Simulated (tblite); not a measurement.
Compound: C8H13F.
Structure used (GFN2-xTB), in Å, numbered top down from 1:
```xyz
22
C8H13F angstrom
F      0.352    2.404   -1.026
C      0.165    1.133   -0.484
C     -0.839    0.375   -1.346
C     -1.063   -1.015   -0.731
C     -0.173   -1.180    0.503
C      1.292   -1.006    0.100
C      1.505    0.406   -0.467
C     -0.541   -0.121    1.544
C     -0.371    1.280    0.937
H     -0.450    0.304   -2.363
H     -1.768    0.946   -1.389
H     -0.825   -1.795   -1.457
H     -2.107   -1.143   -0.444
H     -0.321   -2.178    0.928
H      1.929   -1.168    0.970
H      1.555   -1.760   -0.644
H      2.207    0.977    0.142
H      1.902    0.371   -1.483
H      0.102   -0.238    2.418
H     -1.570   -0.273    1.871
H     -1.319    1.818    0.904
H      0.328    1.883    1.518
```

Method: GFN2-xTB as coded in tblite; computed harmonic values from a numerical Hessian at the method's own geometry, unscaled. The method is semi-empirical: single wavenumbers can be off by several per cent or more. The optimisation stopped once no atom felt more than 0.01 eV/Å.

Lowest wavenumbers of the output (negative numbers stand for imaginary wavenumbers):
```
mode    cm-1
  1     -60.0
  2     238.8
  3     239.8
  4     327.0
  5     328.8
  6     417.8
  7     419.1
  8     496.8
  9     500.1
 10     500.4
 11     733.8
 12     812.4
 13     853.8
 14     853.9
 15     859.7
```

Question: Is this structure a minimum?

Answer: No. 1 mode is imaginary beyond 20i (60i cm⁻¹), so at this level the point lies at or near a first-order saddle.

Question: Which atoms move in the imaginary mode?

Answer: 60i: spread over many atoms, none above 10 %. These are shares of the mass-weighted motion.

Question: What is the remedy?

Answer: Step along that mode in both directions, optimise again with tighter thresholds and repeat the frequencies. The zero-point energy of this point (122.6 kcal/mol) counts the 59 real modes alone, and thermal corrections from it aren't those of a minimum.
